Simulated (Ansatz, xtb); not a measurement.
# Two isomers of CH7BrGeSi

Structure I: `C[SiH2][GeH2][Br]`, a singlet. Structure II: `C[Si@H]([GeH3])Br`, a singlet. Both are isolated molecules in the gas phase, relaxed with B3LYP/6-31G*, each in the lowest conformer that the search found.

I (Å):

```yaml
atoms:
  - { symbol: C, position_ang: [-2.1288, 0.2679, -0.6940] }
  - { symbol: Br, position_ang: [-0.4837, 3.1920, 1.9369] }
  - { symbol: Ge, position_ang: [0.6760, 1.2362, 1.2704] }
  - { symbol: Si, position_ang: [-0.9579, -0.4071, 0.6255] }
  - { symbol: H, position_ang: [-1.5871, 0.5267, -1.6100] }
  - { symbol: H, position_ang: [-2.6392, 1.1674, -0.3346] }
  - { symbol: H, position_ang: [-2.8892, -0.4793, -0.9479] }
  - { symbol: H, position_ang: [-1.6959, -0.8059, 1.8544] }
  - { symbol: H, position_ang: [-0.2094, -1.5973, 0.1274] }
  - { symbol: H, position_ang: [1.5464, 0.8457, 2.4901] }
  - { symbol: H, position_ang: [1.6138, 1.7020, 0.1285] }
```

II (Å):

```yaml
atoms:
  - { symbol: C, position_ang: [-3.1026, 1.8514, 0.6329] }
  - { symbol: Br, position_ang: [-3.7572, -1.3892, -0.1120] }
  - { symbol: Ge, position_ang: [-0.3015, -0.3526, 1.0375] }
  - { symbol: Si, position_ang: [-2.6519, 0.1072, 1.1888] }
  - { symbol: H, position_ang: [-4.1844, 2.0106, 0.6950] }
  - { symbol: H, position_ang: [-2.7867, 2.0333, -0.3993] }
  - { symbol: H, position_ang: [-2.6089, 2.5883, 1.2786] }
  - { symbol: H, position_ang: [-3.1320, -0.1277, 2.5773] }
  - { symbol: H, position_ang: [0.1974, -0.1698, -0.4146] }
  - { symbol: H, position_ang: [0.0080, -1.7973, 1.4891] }
  - { symbol: H, position_ang: [0.4921, 0.6218, 1.9449] }
```

Quicker runs give these differences E(II) − E(I): GFN2-xTB +8.2 kcal/mol; HF/STO-3G −4.5 kcal/mol (at GFN2-xTB geometries); r2SCAN-D4/def2-SVP −2.8 kcal/mol (at GFN2-xTB geometries).

Estimate E(II) − E(I) at the level CCSD(T)/def2-SVP + ΔMP2/def2-TZVPP.

Calculated at CCSD(T)/def2-SVP + ΔMP2/def2-TZVPP: E(II) − E(I) = −3.2 kcal/mol, so structure II lies lower.

Level by level:

```
                             level      geometry  E(II) − E(I) (kcal/mol)  departure from the last row (kcal/mol)  job, with rough time for the two
                          GFN2-xTB      GFN2-xTB                      +8.2                                   +11.4              optimisation, 0.13 s
                         HF/STO-3G      GFN2-xTB                      −4.5                                    −1.2               single point, 0.7 s
                r2SCAN-D4/def2-SVP      GFN2-xTB                      −2.8                                    +0.4               single point, 6.3 s
                      B3LYP/6-31G*  B3LYP/6-31G*                      −1.0                                    +2.2                optimisation, 80 s
                       HF/def2-SVP  B3LYP/6-31G*                      −1.2                                    +2.0           part of the CCSD(T) run
                      MP2/def2-SVP  B3LYP/6-31G*                      −3.0                                    +0.2           part of the CCSD(T) run
                  CCSD(T)/def2-SVP  B3LYP/6-31G*                      −2.6                                    +0.7                      single point
CCSD(T)/def2-SVP + ΔMP2/def2-TZVPP  B3LYP/6-31G*                      −3.2                                                        single point, 84 s
```

As drawn, II has 1 Br–Si, 1 Ge–H in place of 1 Br–Ge, 1 Si–H.

GFN2-xTB puts the two in the other order. The largest departure from CCSD(T)/def2-SVP + ΔMP2/def2-TZVPP is that of GFN2-xTB, 11.4 kcal/mol. The last row adds to CCSD(T) the change of the MP2 difference between the two basis sets, here −0.7 kcal/mol.

With harmonic frequencies from B3LYP/6-31G* (ideal gas, rigid rotor, one conformer each, 298.15 K, 1 atm): on the last row, ΔE + ΔZPE = −3.6 kcal/mol. A mode under 50 cm⁻¹ makes harmonic enthalpies and free energies unreliable, so none is given.

The correlated steps freeze 24 core orbitals; the filled d shell of Br and Ge is correlated, in a basis made for valence electrons. Programs: Ansatz 0.2.0, xtb 6.7.1; the last row on 2 threads of Arm Neoverse V2 on a shared host.
